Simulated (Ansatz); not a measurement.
Pt2H4⁺. The state is a doublet with charge 1. Geometry B3LYP-D4/def2-TZVP.

Cartesian coordinates in Å:
```
Pt -0.829 0.960 0.324
Pt 0.827 -0.961 -0.324
H -1.761 0.139 1.206
H 0.208 -1.322 -1.669
H -0.207 1.323 1.667
H 1.762 -0.139 -1.203
```

In the def2 sets Pt takes a core potential; there is no spin–orbit coupling. The structure comes from a short search, and lower isomers may exist.

Problem. Estimate the α-spin orbital energies around the gap (eV) in Ansatz with PBE-D4/def2-TZVP, PBE0-D4/def2-TZVP.

Solution. 
| orbital | PBE-D4/def2-TZVP | PBE0-D4/def2-TZVP |
| --- | --- | --- |
| HOMO−5 | -13.63 | -15.21 |
| HOMO−4 | -13.30 | -14.87 |
| HOMO−3 | -13.00 | -14.58 |
| HOMO−2 | -12.32 | -13.78 |
| HOMO−1 | -12.20 | -13.71 |
| HOMO | -11.09 | -12.22 |
| LUMO | -8.89 | -8.02 |
| LUMO+1 | -8.05 | -7.19 |
| LUMO+2 | -7.75 | -6.74 |
| LUMO+3 | -7.56 | -6.69 |
| LUMO+4 | -5.74 | -4.99 |
| LUMO+5 | -2.25 | -1.51 |
| β HOMO | -12.00 | -13.47 |
| β LUMO | -10.25 | -9.17 |
